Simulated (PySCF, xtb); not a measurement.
Zr(Cl)(OH)3 (ClH₃O₃Zr), SMILES [OH][Zr]([OH])([OH])[Cl], multiplicity 1. The values are those of a single conformer.

Harmonic wavenumbers (cm⁻¹) from GFN2-xTB in xtb 6.7.1 at its own minimum, in rising order: 71, 80, 104, 111, 124, 132, 239, 269, 363, 375, 425, 441, 548, 568, 571, 3492, 3564, 3566.

Q: What does B3LYP-D3(BJ)/def2-SVP run with PySCF give at its own minimum? (An estimate is asked for; the answer gives what the named calculation found.)

A: 129, 129, 163, 179, 179, 183, 273, 273, 303, 303, 343, 392, 731, 732, 732, 3971, 3971, 3977. Paired by order, the mean absolute difference is 136 cm⁻¹ and the zero-point energies are 21.5 and 24.3 kcal/mol.
